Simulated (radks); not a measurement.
Results of a calculation; reference values are marked as such.
Coulomb parameter of the 4d shell of neutral rhodium in the model configuration [Kr] 4d6.5 5s1 5p1.5, as a second difference U = [E(n + 0.5) + E(n - 0.5) - 2 E(n)] / (0.5)^2 with all orbitals relaxed. "Bare": the charge of the atom changes with n. "Screened": the 5p shell takes up the change at fixed total charge, which measures U(4d,4d) + U(5p,5p) - 2 U(4d,5p). Code: a radial shooting solver on a logarithmic mesh with Libxc functionals. Model: Dirac Kohn-Sham, BLYP, spin-unpolarised, spherical densities, finite nucleus; open shells are shared between the two j in proportion to 2j + 1; Fermi nuclear charge, rms radius 4.4945 fm.

case,configuration,E - E(n) (eV)
start,[Kr] 4d6.5 5s1 5p1.5,0.000
bare +0.5,[Kr] 4d7 5s1 5p1.5,-4.932
bare -0.5,[Kr] 4d6 5s1 5p1.5,7.402
screened +0.5,[Kr] 4d7 5s1 5p1,-4.428
screened -0.5,[Kr] 4d6 5s1 5p2,5.239

U(bare) = 9.881 eV, U(screened by 5p) = 3.245 eV, against the Slater integral F0(4d,4d) = 16.913 eV with frozen orbitals. The step up makes a negative ion, whose loosely bound charge lowers the bare value.
